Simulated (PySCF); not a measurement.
# Electron correlation in N(2+) (nitrogen, charge +2)

[He] 2s1 2p1 3s1, high-spin 4P determinant (an excited configuration). Calculation: PySCF 2.14, in aug-cc-pCVTZ-DK (7s6p4d2f, 59 functions); the spin-free X2C one-electron Hamiltonian (Gaussian nucleus). Frozen: 1s2; 3 electrons correlated.

```tsv
level	correlation energy (mhartree)
CCSD	-14.59
(T)	-0.11
CCSD(T)	-14.70
```

Diagnostics: T1 = 0.0055, D1 = 0.0130, largest double amplitude 0.057.

The outer electron is Rydberg-like, and this basis confines it to a smaller radius and binds it less than a complete one would.

Cost of the coupled-cluster step: of the order of 1.9 core-seconds, for 3 correlated electrons.
